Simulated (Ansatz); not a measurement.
Abridged output of a molecular run in Ansatz:

```
Functional definition: HF
1381 factors; integrals over basis functions are off by at most 1.3e-3 eV
mean field evaluation 1: about -64901.4733 eV, gradient 5.3e1 eV
mean field evaluation 2: about -64901.7837 eV, gradient 5.3e1 eV
mean field evaluation 4: about -64907.8324 eV, gradient 4.5e0 eV
mean field evaluation 8: about -64907.9698 eV, gradient 8.8e-1 eV
mean field evaluation 16: about -64907.9716 eV, gradient 2.4e-6 eV
mean field -64907.97157697 eV, -2385.3239592503 hartree, gradient 2.4e-6 eV, S^2 0.000000; 0 other end points of the search recorded, 0 dependent functions left out
20 core orbitals not correlated: weight in the atoms' cores, before any rotation towards them, 1.000 or more for the frozen orbitals, at most 0.000 for the correlated occupied ones
reference -64907.97157697 eV, -2385.3239592503 hartree; 14, 14 occupied and 187, 187 virtual orbitals, 1381 factors
second order -25.68165851 eV of doubles, -0.00000000 eV of singles
cycle   1  -24.04571886 eV  change     1.6e0 eV  update   1.6e-1
cycle   2  -24.90073882 eV  change   -8.6e-1 eV  update   6.6e-2
cycle   3  -25.12828116 eV  change   -2.3e-1 eV  update   3.1e-2
cycle   4  -25.08417442 eV  change    4.4e-2 eV  update   1.0e-2
cycle   5  -25.07248152 eV  change    1.2e-2 eV  update   4.8e-3
cycle   6  -25.07703444 eV  change   -4.6e-3 eV  update   1.9e-3
cycle   7  -25.07715350 eV  change   -1.2e-4 eV  update   8.1e-4
cycle   8  -25.07609036 eV  change    1.1e-3 eV  update   3.5e-4
cycle   9  -25.07635149 eV  change   -2.6e-4 eV  update   1.6e-4
cycle  10  -25.07652868 eV  change   -1.8e-4 eV  update   6.8e-5
cycle  11  -25.07637990 eV  change    1.5e-4 eV  update   3.1e-5
cycle  12  -25.07641161 eV  change   -3.2e-5 eV  update   1.4e-5
perturbative correction -0.98775108 eV, -0.0362991828 hartree
Total energy: -64934.03573966 eV, -2386.2817995624 hartree
```

Its atoms:

```xyz
7

O     1.611    0.857   -1.076
Al    1.305   -0.322    0.106
Si   -1.185   -0.089    0.270
Zn   -0.178    1.382   -1.303
H     2.375   -1.238    0.823
H    -1.830    0.539    1.456
H    -2.099   -1.129   -0.276
```

(1) Which basis set was used?
A. def2-TZVPP
B. def2-SVP
C. def2-QZVPP
D. def2-SVPD

(2) Write the keys of the input that set method, charge and spin (a neutral closed shell needs none for the last two).

Results:

(1) A. It gives 221 functions.

(2) 
```yaml
correlation: {method: ccsd_t, frozen_orbitals: {Al: 5, H: 0, O: 1, Si: 5, Zn: 9}}
```
